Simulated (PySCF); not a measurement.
A calculated (HSE06, PySCF 2.14, def2-TZVPPD, the non-relativistic Hamiltonian (point nucleus)) atom or ion has these occupied shells.

```csv
shell,electrons,orbital energy (eV),"rms radius, mean of both spins (bohr)"
1s α,1,-5372.6,0.0776
1s β,1,-5372.6,0.0776
2s α,1,-616.57,0.337
2s β,1,-615.42,0.337
2p α,3,-520.31,0.305
2p β,3,-519.34,0.305
3s α,1,-82.369,1.03
3s β,1,-78.803,1.03
3p α,3,-55.621,1.11
3p β,3,-51.820,1.11
3d α,3,-15.640,1.53
4s α,1,-11.734,3.25
```

(1) Name the element and its charge.

Answers

(1) V⁺ (vanadium, charge +1), in [Ar] 3d3 4s1, high-spin 5F determinant (an excited configuration).
